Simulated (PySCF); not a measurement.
# Two-component Hartree-Fock for W⁴⁺ (tungsten, charge +4)

Start: [Xe] 4f14 5d2; 5d3/2 filled at m_j = +1/2, +3/2. Calculated with PySCF 2.14 in x2c-SVPall-2c (7s9p9d2f, 93 functions): generalised Hartree-Fock with the X2C-1e Hamiltonian and a Gaussian nucleus; one run each with spin-orbit coupling (SO) switched off, then screened by Boettger's factors.

```json
{"spinor shell": "1s1/2", "electrons": "2", "ε, spin-free (eV)": "-69942.8", "ε, screened SO (eV)": "-69921.1", "weight of nominal j (screened SO)": "1.000", "rms radius, screened SO (bohr)": "0.0208"}
{"spinor shell": "2s1/2", "electrons": "2", "ε, spin-free (eV)": "-12252.2", "ε, screened SO (eV)": "-12245.1", "weight of nominal j (screened SO)": "1.000", "rms radius, screened SO (bohr)": "0.0838"}
{"spinor shell": "2p1/2", "electrons": "2", "ε, spin-free (eV)": "-10725.2", "ε, screened SO (eV)": "-11691.8", "weight of nominal j (screened SO)": "1.000", "rms radius, screened SO (bohr)": "0.0713"}
{"spinor shell": "2p3/2", "electrons": "4", "ε, spin-free (eV)": "-10725.2", "ε, screened SO (eV)": "-10332.5", "weight of nominal j (screened SO)": "1.000", "rms radius, screened SO (bohr)": "0.0787"}
{"spinor shell": "3s1/2", "electrons": "2", "ε, spin-free (eV)": "-2919.5", "ε, screened SO (eV)": "-2916.9", "weight of nominal j (screened SO)": "1.000", "rms radius, screened SO (bohr)": "0.214"}
{"spinor shell": "3p1/2", "electrons": "2", "ε, spin-free (eV)": "-2459.5", "ε, screened SO (eV)": "-2670.7", "weight of nominal j (screened SO)": "1.000", "rms radius, screened SO (bohr)": "0.206"}
{"spinor shell": "3p3/2", "electrons": "4", "ε, spin-free (eV)": "-2459.5", "ε, screened SO (eV)": "-2371.7", "weight of nominal j (screened SO)": "1.000", "rms radius, screened SO (bohr)": "0.221"}
{"spinor shell": "3d3/2", "electrons": "4", "ε, spin-free (eV)": "-1924.1", "ε, screened SO (eV)": "-1961.3", "weight of nominal j (screened SO)": "1.000", "rms radius, screened SO (bohr)": "0.195"}
{"spinor shell": "3d5/2", "electrons": "6", "ε, spin-free (eV)": "-1924.1", "ε, screened SO (eV)": "-1896.8", "weight of nominal j (screened SO)": "1.000", "rms radius, screened SO (bohr)": "0.199"}
{"spinor shell": "4s1/2", "electrons": "2", "ε, spin-free (eV)": "-670.99", "ε, screened SO (eV)": "-669.99", "weight of nominal j (screened SO)": "1.000", "rms radius, screened SO (bohr)": "0.478"}
{"spinor shell": "4p1/2", "electrons": "2", "ε, spin-free (eV)": "-517.34", "ε, screened SO (eV)": "-566.54", "weight of nominal j (screened SO)": "1.000", "rms radius, screened SO (bohr)": "0.487"}
{"spinor shell": "4d3/2", "electrons": "4", "ε, spin-free (eV)": "-318.59", "ε, screened SO (eV)": "-326.08", "weight of nominal j (screened SO)": "1.000", "rms radius, screened SO (bohr)": "0.543"}
{"spinor shell": "4d5/2", "electrons": "6", "ε, spin-free (eV)": "-318.59", "ε, screened SO (eV)": "-312.50", "weight of nominal j (screened SO)": "1.000", "rms radius, screened SO (bohr)": "0.556"}
{"spinor shell": "5s1/2", "electrons": "2", "ε, spin-free (eV)": "-137.80", "ε, screened SO (eV)": "-137.47", "weight of nominal j (screened SO)": "1.000", "rms radius, screened SO (bohr)": "1.14"}
{"spinor shell": "5p1/2", "electrons": "2", "ε, spin-free (eV)": "-95.618", "ε, screened SO (eV)": "-103.89", "weight of nominal j (screened SO)": "0.982", "rms radius, screened SO (bohr)": "1.31"}
{"spinor shell": "4f5/2", "electrons": "6", "ε, spin-free (eV)": "-95.623", "ε, screened SO (eV)": "-96.389", "weight of nominal j (screened SO)": "0.995", "rms radius, screened SO (bohr)": "0.665"}
{"spinor shell": "4f7/2", "electrons": "8", "ε, spin-free (eV)": "-95.623", "ε, screened SO (eV)": "-93.988", "weight of nominal j (screened SO)": "0.998", "rms radius, screened SO (bohr)": "0.663"}
{"spinor shell": "5p3/2", "electrons": "4", "ε, spin-free (eV)": "-95.618", "ε, screened SO (eV)": "-91.681", "weight of nominal j (screened SO)": "0.989", "rms radius, screened SO (bohr)": "1.34"}
{"spinor shell": "5d3/2", "electrons": "2", "ε, spin-free (eV)": "-50.948", "ε, screened SO (eV)": "-51.258", "weight of nominal j (screened SO)": "0.950", "rms radius, screened SO (bohr)": "1.79"}
```

(1) Where does 4p3/2 lie, and what is the 4p spin-orbit splitting (screened SO)?

```
   quantity     spin-free   screened SO
E (hartree)  -16126.74260  -16145.68024
        M_J             2             2
       ⟨J²⟩         8.004         6.306
       ⟨L²⟩        12.004        11.222
       ⟨S²⟩         2.001         1.820
```

The determinant has a definite M_J but mixes levels of different J.

Each row is a mean over spinors that exchange with the open shell spreads, by up to 4.330 eV (5p1/2).

Breit and QED terms are absent; they matter most for the inner s and p1/2 levels.

Densities and radii are taken from the X2C orbitals without a picture-change correction, which distorts them close to the nucleus.

Without spin-orbit coupling the j labels of p, d and f shells carry no meaning; the spin-free column gives the mean over the occupied spinors of each nl shell, and its ⟨J²⟩ belongs to a mixture of degenerate components.

Results:

(1) At -496.41 eV, 70.126 eV above 4p1/2.
